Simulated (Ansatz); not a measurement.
Geometry optimisation, RKS PBE0/STO-3G in Ansatz 0.2.0.

input.yaml

```yaml
crystal:
  periodic: [false, false, false]
  atoms:
    - { symbol: O, position_ang: [0.2015, 0.3398, 2.0553] }
    - { symbol: C, position_ang: [0.673, -0.8373, 1.5699] }
    - { symbol: "N", position_ang: [1.2599, -0.6255, 0.2709] }
    - { symbol: Si, position_ang: [0.5354, -0.5644, -1.2047] }
    - { symbol: C, position_ang: [1.83288, -0.14301, -2.5636] }
    - { symbol: O, position_ang: [2.8885, 0.79943, -2.21617] }
    - { symbol: H, position_ang: [-0.57, 0.5946, 1.4523] }
    - { symbol: H, position_ang: [-0.07, -1.5823, 1.553] }
    - { symbol: H, position_ang: [1.4405, -1.1481, 2.3282] }
    - { symbol: H, position_ang: [1.8782, 0.2016, 0.4001] }
    - { symbol: H, position_ang: [-0.41724, 0.62614, -1.15111] }
    - { symbol: H, position_ang: [-0.14211, -1.78381, -1.51327] }
    - { symbol: H, position_ang: [2.3751, -1.05639, -2.85842] }
    - { symbol: H, position_ang: [1.37573, 0.24932, -3.46479] }
    - { symbol: H, position_ang: [3.42262, 0.9317, -2.99421] }
basis:
  gaussian: { orbitals: STO-3G }
hamiltonian:
  xc: pbe0
relax:
  f_tol: 0.015
  max_steps: 40
output:
  orbitals: {}
```

Launched with:

```bash
$ ansatz run input.yaml --threads 1 --pin off --max-ram 2048MiB --backend cpu --events-out ev --progress --plain --runs-dir out
```

Task: Where does it end, and by what steps?

Result: It converged. The force dipped under the threshold on the way, but the program's further checks kept it going. Limits of this set-up: minimal basis. After 14 steps the energy has fallen by 1.280 eV; H14 moved furthest, 0.38 Å.

```csv
step,energy less start (eV),largest force component (eV/Å),accepted
0,0.0000,5.342,yes
1,-1.1115,1.830,yes
2,-1.2415,0.606,yes
3,-1.2628,0.214,yes
4,-1.2698,0.118,yes
5,-1.2737,0.161,yes
6,-1.2756,0.113,yes
7,-1.2767,0.207,yes
8,-1.2790,0.070,yes
9,-1.2795,0.013,yes
10,-1.2797,0.027,yes
11,-1.2799,0.028,yes
12,-1.2800,0.027,yes
13,-1.2802,0.033,yes
14,-1.2803,0.011,yes
```

```xyz
15
Properties=species:S:1:pos:R:3
O 0.015 0.308 2.108
C 0.689 -0.867 1.555
N 1.463 -0.662 0.310
Si 0.578 -0.365 -1.188
C 1.847 -0.188 -2.574
O 2.655 1.003 -2.308
H -0.675 0.516 1.384
H -0.030 -1.697 1.367
H 1.384 -1.188 2.359
H 2.191 0.065 0.488
H -0.258 0.822 -1.165
H -0.278 -1.506 -1.416
H 2.469 -1.105 -2.620
H 1.321 -0.120 -3.550
H 3.314 0.988 -3.087
```

Whether the end is a true minimum wasn't checked by a vibrational analysis.

The run took 54 s on 1 thread of Arm Neoverse V2 (shared host), peak memory 0.15 GiB.
